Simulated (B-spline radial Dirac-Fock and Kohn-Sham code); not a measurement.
Relativistic shifts of the levels of F

System: the free fluorine atom, configuration [He] 2s2 2p5.

Both columns are ΔSCF binding energies of the configuration average from a radial finite-basis atomic code: non-relativistic Hartree-Fock with a point nucleus, and Dirac-Fock with a finite nucleus and the Coulomb interaction alone, averaged over the two j levels with weights 2j+1.

```tsv
shell	Hartree-Fock (eV)	Dirac-Fock (eV)	shift (eV)	shift (%)
1s	697.6	698.4	+0.75	+0.11
2s	40.04	40.13	+0.09	+0.21
2p	17.12	17.11	-0.01	-0.08
```

Relativity binds 1s, 2s more strongly, among those listed most of all 2s in relative terms, and 2p more weakly.

Values without a named source are computed, but for edge energies of neutral atoms, which are taken from tables.
